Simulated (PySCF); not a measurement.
C7H11N.
Cartesian coordinates in Å at the GFN2-xTB level; atoms count from 1:
```
atom  x, y, z in Å
H1    -2.5405    1.8702    1.2343
N2    -2.0788    1.3436    0.4967
C3    -1.5667    0.2522    0.8418
C4    -0.8928   -0.6539   -0.1440
C5     0.3695   -1.3198    0.4411
C6     1.5298   -0.5139   -0.0981
C7     1.4484    0.9744    0.0620
C8     1.0360    0.3349   -1.2299
C9    -0.4436    0.0824   -1.4180
H10   -1.6011   -0.1525    1.8663
H11   -1.6399   -1.4197   -0.3826
H12    0.3481   -1.3349    1.5327
H13    0.4517   -2.3516    0.0936
H14    2.4988   -0.9918   -0.1172
H15    0.6824    1.3879    0.6985
H16    2.3741    1.5301    0.0767
H17    1.6292    0.5077   -2.1161
H18   -0.6015   -0.5401   -2.2999
H19   -1.0130    1.0042   -1.5303
```

Vertical excitations from PySCF (density fitting, frozen core in the response, grid level 2 and gas phase unless stated; continuum runs use non-equilibrium linear response for the excitations) on a GFN2-xTB geometry. Reference run:

| settings | S1, eV (f) | S2, eV (f) | S3, eV (f) | S4, eV (f) | S5, eV (f) | S6, eV (f) | T1, eV (Tamm–Dancoff) | mean α (au) |
| --- | --- | --- | --- | --- | --- | --- | --- | --- |
| PBE0/def2-SVPD, full TDDFT, 6 singlets | 5.20 (0.002) | 6.43 (0.001) | 6.67 (0.001) | 6.97 (0.012) | 7.29 (0.001) | 7.55 (0.143) | 4.39 | 82.0 |

Task: What do these settings give: wB97X/def2-SVPD, full TDDFT, 6 singlets?

Result: 
| settings | S1, eV (f) | S2, eV (f) | S3, eV (f) | S4, eV (f) | S5, eV (f) | S6, eV (f) | T1, eV (Tamm–Dancoff) | mean α (au) |
| --- | --- | --- | --- | --- | --- | --- | --- | --- |
| wB97X/def2-SVPD, full TDDFT, 6 singlets | 5.32 (0.002) | 7.61 (0.007) | 7.73 (0.005) | 8.04 (0.159) | 8.11 (0.049) | 8.21 (0.007) | – | 81.1 |

S1 moves by +0.12 eV (wB97X has range-separated exact exchange, PBE0 25 % exact exchange). States are counted by energy in each run and needn't keep their character from row to row.

Task: Give the leading configurations of S1 (H = HOMO, L = LUMO) and the HOMO–LUMO gap of each run.

Result: 
```json
{"settings": "PBE0/def2-SVPD, full TDDFT, 6 singlets", "S1 configurations (weight)": "H→L 0.87, H−1→L 0.10", "S1 (eV)": "5.20", "orbital gap (eV)": "7.11", "S1 − gap (eV)": "-1.91"}
{"settings": "wB97X/def2-SVPD, full TDDFT, 6 singlets", "S1 configurations (weight)": "H→L 0.67, H−1→L 0.22", "S1 (eV)": "5.32", "orbital gap (eV)": "11.80", "S1 − gap (eV)": "-6.48"}
```

One conformer stands for the species.
